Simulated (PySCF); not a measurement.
C₅H₁₂OSi, singlet, geometry from GFN2-xTB, atoms displaced at random by about 0.08 Å a coordinate; TPSS/STO-3G, gradient in PySCF.

Input for PySCF:
```python
from pyscf import gto, scf, dft

mol = gto.Mole()
mol.atom = '''
    C    -1.047397   -2.023004    1.374177
    C    -0.958650   -0.669982    1.195794
    Si   -0.329013    0.278637   -0.287131
    C    -0.353063    2.181619   -0.208820
    O    -1.219013    0.060893   -1.716433
    C     1.580934   -0.396560   -0.717543
    C     2.421269    0.061058    0.454978
    H    -1.366446   -2.430364    2.185636
    H    -0.675513   -2.524244    0.624934
    H    -1.339710   -0.005522    2.088100
    H    -1.248907    2.492933    0.042308
    H     0.092541    2.639450   -0.776565
    H     0.333032    2.418289    0.738569
    H    -1.517363   -1.005695   -1.956081
    H     1.800501    0.054167   -1.671548
    H     1.524338   -1.304894   -0.823767
    H     2.506853    1.040672    0.689760
    H     2.053414   -0.579121    1.392509
    H     3.398992   -0.548106    0.087674
'''
mol.basis = 'sto-3g'
mol.charge = 0
mol.spin = 0
mol.verbose = 4
mol.build()

mf = dft.RKS(mol)
mf.xc = 'tpss'
mf.grids.level = 5
mf.kernel()
g = mf.nuc_grad_method()
g.grid_response = False
grad = g.kernel()
```

Task: Predict the main parts of the log of this PySCF run.

Result: 
```
PySCF version 2.14.0

[INPUT] verbose = 4
[INPUT] num. atoms = 19
[INPUT] num. electrons = 64
[INPUT] charge = 0
[INPUT] spin (= nelec alpha-beta = 2S) = 0
[INPUT] symmetry False subgroup None
[INPUT] Mole.unit = angstrom
[INPUT] Symbol           X                Y                Z      unit          X                Y                Z       unit  Magmom
[INPUT]  1 C     -1.047397000000  -2.023004000000   1.374177000000 AA   -1.979293473691  -3.822923508900   2.596818176676 Bohr   0.0
[INPUT]  2 C     -0.958650000000  -0.669982000000   1.195794000000 AA   -1.811585949314  -1.266082488388   2.259723161398 Bohr   0.0
[INPUT]  3 Si    -0.329013000000   0.278637000000  -0.287131000000 AA   -0.621744461422   0.526547618170  -0.542598951872 Bohr   0.0
[INPUT]  4 C     -0.353063000000   2.181619000000  -0.208820000000 AA   -0.667192374717   4.122662418148  -0.394612609332 Bohr   0.0
[INPUT]  5 O     -1.219013000000   0.060893000000  -1.716433000000 AA   -2.303600712284   0.115071092903  -3.243588281166 Bohr   0.0
[INPUT]  6 C      1.580934000000  -0.396560000000  -0.717543000000 AA    2.987532281013  -0.749389791958  -1.355959752599 Bohr   0.0
[INPUT]  7 C      2.421269000000   0.061058000000   0.454978000000 AA    4.575535283900   0.115382897714   0.859783812702 Bohr   0.0
[INPUT]  8 H     -1.366446000000  -2.430364000000   2.185636000000 AA   -2.582208704007  -4.592722343002   4.130253447990 Bohr   0.0
[INPUT]  9 H     -0.675513000000  -2.524244000000   0.624934000000 AA   -1.276534563583  -4.770129831577   1.180954105929 Bohr   0.0
[INPUT] 10 H     -1.339710000000  -0.005522000000   2.088100000000 AA   -2.531684986341  -0.010435067660   3.945937120704 Bohr   0.0
[INPUT] 11 H     -1.248907000000   2.492933000000   0.042308000000 AA   -2.360092185052   4.710960616890   0.079950532878 Bohr   0.0
[INPUT] 12 H      0.092541000000   2.639450000000  -0.776565000000 AA    0.174877145293   4.987837619483  -1.467495167923 Bohr   0.0
[INPUT] 13 H      0.333032000000   2.418289000000   0.738569000000 AA    0.629339270716   4.569903900048   1.395693134094 Bohr   0.0
[INPUT] 14 H     -1.517363000000  -1.005695000000  -1.956081000000 AA   -2.867400501548  -1.900488114844  -3.696457367465 Bohr   0.0
[INPUT] 15 H      1.800501000000   0.054167000000  -1.671548000000 AA    3.402453777006   0.102360794989  -3.158767924064 Bohr   0.0
[INPUT] 16 H      1.524338000000  -1.304894000000  -0.823767000000 AA    2.880581341267  -2.465892281588  -1.556694020455 Bohr   0.0
[INPUT] 17 H      2.506853000000   1.040672000000   0.689760000000 AA    4.737265604544   1.966585065503   1.303457491680 Bohr   0.0
[INPUT] 18 H      2.053414000000  -0.579121000000   1.392509000000 AA    3.880390080348  -1.094380082984   2.631460635992 Bohr   0.0
[INPUT] 19 H      3.398992000000  -0.548106000000   0.087674000000 AA    6.423163979588  -1.035770227231   0.165679848245 Bohr   0.0

nuclear repulsion = 380.010727385968
number of shells = 35
number of NR pGTOs = 153
number of NR cGTOs = 51
basis = sto-3g
ecp = {}

******** <class 'pyscf.dft.rks.RKS'> ********
method = RKS
initial guess = minao
damping factor = 0
level_shift factor = 0
DIIS = <class 'pyscf.scf.diis.CDIIS'>
diis_start_cycle = 1
diis_space = 8
diis_damp = 0
SCF conv_tol = 1e-09
SCF conv_tol_grad = None
SCF max_cycles = 50
direct_scf = True
direct_scf_tol = 1e-13
XC library pyscf.dft.libxc version 7.1.2
    S. Lehtola, C. Steigemann, M. J. T. Oliveira, and M. A. L. Marques,  SoftwareX 7, 1–5 (2018)
XC functionals = tpss
    J. Tao, J. P. Perdew, V. N. Staroverov, and G. E. Scuseria,  Phys. Rev. Lett. 91, 146401 (2003)
    J. P. Perdew, J. Tao, V. N. Staroverov, and G. E. Scuseria,  J. Chem. Phys. 120, 6898 (2004)
    J. Tao, J. P. Perdew, V. N. Staroverov, and G. E. Scuseria,  Phys. Rev. Lett. 91, 146401 (2003)
    J. P. Perdew, J. Tao, V. N. Staroverov, and G. E. Scuseria,  J. Chem. Phys. 120, 6898 (2004)
radial grids:
    Treutler-Ahlrichs [JCP 102, 346 (1995); DOI:10.1063/1.469408] (M4) radial grids

becke partition: Becke, JCP 88, 2547 (1988); DOI:10.1063/1.454033
pruning grids: <function nwchem_prune>
grids dens level: 5
symmetrized grids: False
atomic radii adjust function: <function treutler_atomic_radii_adjust>
small_rho_cutoff = 0
Set gradient conv threshold to 3.16228e-05
Initial guess from minao.
tot grids = 583904
init E= -555.950635439318
  HOMO = -0.283061403548829  LUMO = -0.0792314819075989  gap/eV = 5.54649
cycle= 1 E= -555.421545580617  delta_E= 0.529  |g|= 0.696  |ddm|= 5.26
  HOMO = 0.0820847016926914  LUMO = 0.138435415843254  gap/eV = 1.53338
cycle= 2 E= -552.566884869989  delta_E= 2.85  |g|= 2.39  |ddm|= 4.17
  HOMO = -0.0599376393635221  LUMO = 0.111578644457566  gap/eV = 4.66720
cycle= 3 E= -555.520665370055  delta_E= -2.95  |g|= 0.459  |ddm|= 3.78
  HOMO = -0.10225586485358  LUMO = 0.087086191448465  gap/eV = 5.15226
cycle= 4 E= -555.598601731329  delta_E= -0.0779  |g|= 0.0979  |ddm|= 0.705
  HOMO = -0.0836400104860344  LUMO = 0.0547885307748114  gap/eV = 3.76683
cycle= 5 E= -555.600333532585  delta_E= -0.00173  |g|= 0.09  |ddm|= 0.273
  HOMO = -0.0799786049289161  LUMO = 0.0582815438379379  gap/eV = 3.76225
cycle= 6 E= -555.602581560521  delta_E= -0.00225  |g|= 0.0391  |ddm|= 0.149
  HOMO = -0.0778337327117582  LUMO = 0.059624905363331  gap/eV = 3.74044
cycle= 7 E= -555.603080009636  delta_E= -0.000498  |g|= 0.009  |ddm|= 0.0589
  HOMO = -0.0782677073134873  LUMO = 0.0595839082785901  gap/eV = 3.75113
cycle= 8 E= -555.603106270966  delta_E= -2.63e-05  |g|= 0.00176  |ddm|= 0.0151
  HOMO = -0.0784062434294207  LUMO = 0.059483384098869  gap/eV = 3.75217
cycle= 9 E= -555.603107365467  delta_E= -1.09e-06  |g|= 0.000364  |ddm|= 0.00309
  HOMO = -0.0783369027339235  LUMO = 0.0595122990517621  gap/eV = 3.75107
cycle= 10 E= -555.603107413296  delta_E= -4.78e-08  |g|= 0.000107  |ddm|= 0.000732
  HOMO = -0.0783236545365171  LUMO = 0.0594992195585513  gap/eV = 3.75035
cycle= 11 E= -555.603107417857  delta_E= -4.56e-09  |g|= 1.31e-05  |ddm|= 0.000196
  HOMO = -0.0783243373039506  LUMO = 0.0594974378730869  gap/eV = 3.75032
cycle= 12 E= -555.603107417928  delta_E= -7.12e-11  |g|= 3.07e-06  |ddm|= 2.55e-05
  HOMO = -0.0783249823529208  LUMO = 0.059497104910174  gap/eV = 3.75033
Extra cycle  E= -555.603107417924  delta_E= 4.32e-12  |g|= 4.18e-06  |ddm|= 1.08e-05
converged SCF energy = -555.603107417924

******** <class 'pyscf.grad.rks.Gradients'> for <class 'pyscf.dft.rks.RKS'> ********
unit = Eh/Bohr
grid_response = False
--------------- RKS gradients ---------------
         x                y                z
0 C    -0.0175907524    -0.1764328703     0.0501054251
1 C     0.0262339990    -0.0163977112    -0.0581931565
2 Si    -0.0476692616     0.0227086734     0.0403120358
3 C     0.0326106646     0.2437610033    -0.3090742138
4 O     0.0398183773     0.0520835027     0.0380164351
5 C     0.0932028511    -0.2653399755    -0.0370287583
6 C    -0.0483365070     0.1969491530     0.0009629266
7 H     0.0524328371     0.0692642859    -0.1278152553
8 H    -0.0451626949     0.0891461627     0.0963294265
9 H    -0.0123352881     0.0246423884     0.0314065143
10 H     0.1126072297    -0.0475464205    -0.0210429956
11 H    -0.1799574672    -0.1950553696     0.2795388108
12 H     0.0364416679     0.0118548450     0.0307564864
13 H    -0.0261603400    -0.0600999071    -0.0290770174
14 H    -0.0134663311    -0.0113824259     0.0135938496
15 H     0.0060162613     0.2376051297     0.0189783212
16 H    -0.0130204978    -0.0881572677    -0.0122879008
17 H    -0.0170622539    -0.0362225569     0.0355250680
18 H     0.0214039524    -0.0513751788    -0.0410169954
----------------------------------------------
```
